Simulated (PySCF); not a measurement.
## Spinor energies of K(18+) (potassium, charge +18)

Start: 1s1; 1s1/2 filled at m_j = +1/2. Calculated with PySCF 2.14 in an even-tempered Gaussian basis (15 s from 17 bohr⁻², ratio 2.4; 9 p from 22 bohr⁻², ratio 2.4; 3 d from 65 bohr⁻², ratio 2.6; 3 f from 97 bohr⁻², ratio 2.6): generalised Hartree-Fock with the X2C-1e Hamiltonian and a Gaussian nucleus; one run each with spin-orbit coupling (SO) switched off, then screened by Boettger's factors.

| spinor shell | electrons | ε, spin-free (eV) | ε, screened SO (eV) | weight of nominal j (screened SO) | rms radius, screened SO (bohr) |
| --- | --- | --- | --- | --- | --- |
| 1s1/2 | 1 | -4935.5 | -4935.5 | 1.000 | 0.0904 |

```json
{"quantity": "E (hartree)", "spin-free": "-181.37530", "screened SO": "-181.37530"}
{"quantity": "M_J", "spin-free": "1/2", "screened SO": "1/2"}
{"quantity": "⟨J²⟩", "spin-free": "0.750", "screened SO": "0.750"}
{"quantity": "⟨L²⟩", "spin-free": "0.000", "screened SO": "0.000"}
{"quantity": "⟨S²⟩", "spin-free": "0.750", "screened SO": "0.750"}
```

Without spin-orbit coupling the j labels of p, d and f shells carry no meaning; the spin-free column gives the mean over the occupied spinors of each nl shell.
